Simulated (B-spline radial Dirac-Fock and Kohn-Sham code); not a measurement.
## Binding energies of Co²⁺ in different valence configurations

Model: Dirac-Fock ΔSCF + Breit + QED. Program: an atomic code on a B-spline grid. Electron correlation is not included.

Reference: the tabulated ground configuration [Ar] 3d7, with 1s 7743.8 eV, 2s 963.6 eV, 2p1/2 829.6 eV, 2p3/2 815.1 eV, 3p1/2 98.44 eV, 3p3/2 96.62 eV, Kα1 6928.7 eV, Kβ1 7647.2 eV.

Shifts from the reference in eV.

```
configuration  average energy      1s      2s   2p1/2   2p3/2   3p1/2   3p3/2    Kα1    Kβ1
 [Ar] 3d6 4s1           +6.75   +9.13  +10.29  +10.14  +10.15   +7.50   +7.45  -1.02  +1.68
 [Ar] 3d6 4p1          +13.17  +10.60  +11.68  +11.57  +11.58   +8.95   +8.89  -0.97  +1.71
 [Ar] 3d5 4s2          +19.42  +19.60  +22.08  +21.61  +21.62  +15.59  +15.48  -2.02  +4.12
```

Values without a named source are computed, but for edge energies of neutral atoms, which are taken from tables.
